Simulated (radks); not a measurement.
Spherical jellium clusters: N electrons in a uniform positive sphere of charge N and radius rs N^(1/3), rs = 3.56 bohr. Calculated with a radial shooting solver with Libxc functionals: non-relativistic Kohn-Sham, PBE, spin-polarised, spherical densities. Levels are named by radial order and angular momentum (1s, 1p, 1d, 2s, ...), and open shells are averaged over m.

N = 5, configuration 1s2 1p(up 3, down 0). This is the lowest configuration that the search found. Occupied and some empty levels:

| level | occupation | eigenvalue (eV) | <r> (bohr) |
|---|---|---|---|
| 1s up | 1 | -5.0782 | 4.394 |
| 1s down | 1 | -4.2973 | 4.021 |
| 1p up | 3 | -3.2551 | 5.433 |
| 1p down | 0 | -2.1620 | 5.485 |
| 1d up | 0 | -1.1877 | 6.856 |
| 2s up | 0 | -0.90882 | 8.396 |

Energy (eV): total -8.13033, kinetic 10.979, external -128.35, Hartree 61.839, exchange-correlation -19.645, background 67.050.
